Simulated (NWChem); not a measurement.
Species: CH₇NO₂Si; SMILES O([SiH](O)N)C

```xyz
12

Si     0.1097     0.4786    -0.4580
N     -1.4100     0.9051     0.2047
O      1.1894     1.2060     0.5750
O      0.2342    -1.1715    -0.5347
C     -0.0445    -2.0399     0.5306
H      0.4038     0.8833    -1.8597
H     -2.2818     0.5815    -0.1941
H     -1.5194     1.7670     0.7245
H      2.0802     1.3154     0.2317
H     -0.3162    -3.0283     0.1274
H     -0.8795    -1.6744     1.1536
H      0.8365    -2.1692     1.1839
```
Atoms are numbered in this order, from 1.

Computed with NWChem. Pople sets run with spherical d functions. Structure relaxed at the PBE0/def2-SVP level. Not confirmed as a minimum by frequencies. Absolute isotropic GIAO shieldings of the H sites, static isolated molecule, three-fold rotors averaged.

```
row               σ, B3LYP/6-31G* (ppm)  σ, PBE0/pcSseg-1 (ppm)
----------------  ---------------------  ----------------------
H6                                27.10                   26.60
H10 (rotor mean)                  28.35                   27.52
H9                                30.88                   29.87
H8                                32.04                   30.68
H7                                32.50                withheld
```

Task: Fit a straight line of the last column on the one before it, predict the withheld value, and compare with the run.

Result: 
1. Means of the 4 shown rows: x = 29.593, y = 28.668. Slope Σ(x − x̄)(y − ȳ)/Σ(x − x̄)² = 13.05/15.40 = 0.8474; intercept 3.591.
2. The shown rows scatter about the line by 0.082 (root mean square); the largest residual is +0.11, at H9.
3. At x = 32.50 (H7; beyond the shown range) the line gives 31.13.
4. The run gives 31.14, +0.01 from the line, 0.1 times the scatter.
